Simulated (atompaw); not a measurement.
## PBE PAW (atompaw) dataset for Sn, scalar-relativistic all-electron reference.

tin, PAW, made with atompaw 4.2.0.5 (PBE, scalar-relativistic). Core [Kr] 4d10, reference 5s2 5p2. Waves: 5s (bound): rc 2.70 bohr; 5s channel at 0.45 Ry: rc 2.05 bohr; 5p (bound): rc 2.70 bohr; 5p channel at 0.55 Ry: rc 2.70 bohr. Local part: vpsmatchnc scheme with l = 2 at 0 Ry, radius 2.15 bohr. Core correction: smooth core density matched at 1.90 bohr. Augmentation charge: besselshape compensation charge, radius 2.05 bohr; PAW radius 2.70 bohr; waves and projectors: custom polynom2 7 10 vanderbiltortho.

All-electron outer shells of the reference configuration (PBE, scalar-relativistic, ld1.x):

```csv
shell,level (eV),outermost node (bohr),outermost maximum (bohr)
4p,-89.70,0.41,0.79
4d,-25.84,0.39,0.88
5s,-10.55,0.98,2.01
5p,-3.69,1.09,2.55
```

**Question.** Does the generator finish with these settings?

**Answer.** Yes, a potential is produced.

**Question.** Estimate the cutoffs (Ry, on a coarse ladder) from which the occupation-weighted sum of valence levels, in a spherical-Bessel basis at the reference potential, stays within 10 and 1 mRy of its value at 400 Ry.

**Answer.** 10 Ry and 25 Ry.

**Question.** Does the potential have ghost states?

**Answer.** Ghost states, extra bound levels that the all-electron valence spectrum of the same l lacks: p at -471.4 eV, s at -155.5 eV, s at -80.2 eV. A true bound ghost makes a file unfit for plane-wave use.

**Question.** Is the overlap operator S = 1 + Σ q|β⟩⟨β| positive definite (Bessel basis up to 400 Ry)?

**Answer.** Yes: its lowest eigenvalue is 0.38 (s channel).

**Question.** Which valence shell sets the plane-wave cutoff?

**Answer.** 5s: its level needs 15 Ry to come within 1 mRy, against 12 Ry for 5p.
